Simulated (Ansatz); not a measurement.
Two shapes of singlet H12.

Shape 1:

```xyz
12

H     1.7100    0.0000    0.3330
H     0.8550    1.4809    0.3330
H    -0.8550    1.4809    0.3330
H    -1.7100    0.0000    0.3330
H    -0.8550   -1.4809    0.3330
H     0.8550   -1.4809    0.3330
H     1.7100    0.0000   -0.3330
H     0.8550    1.4809   -0.3330
H    -0.8550    1.4809   -0.3330
H    -1.7100    0.0000   -0.3330
H    -0.8550   -1.4809   -0.3330
H     0.8550   -1.4809   -0.3330
```

Shape 2:

```xyz
12

H     1.9760    0.0000    0.3848
H     0.9880    1.7113    0.3848
H    -0.9880    1.7113    0.3848
H    -1.9760    0.0000    0.3848
H    -0.9880   -1.7113    0.3848
H     0.9880   -1.7113    0.3848
H     1.9760    0.0000   -0.3848
H     0.9880    1.7113   -0.3848
H    -0.9880    1.7113   -0.3848
H    -1.9760    0.0000   -0.3848
H    -0.9880   -1.7113   -0.3848
H     0.9880   -1.7113   -0.3848
```

Basis set: 6-31G (spherical functions). All electrons are correlated. Charge 0, multiplicity 1.

Computed with Ansatz (development build ahead of 0.2.0); each method stands on the lowest determinant of its kind that the runs found.

(1) Which shape is lower in energy, and by how much in each method?

Results:

(1)

```
 method  E(2) − E(1) (eV)
    RHF            -2.931
RHF-MP2            -3.057
```

Shape 2 is lower. Caution: no unrestricted run beside it, a lower state can exist.
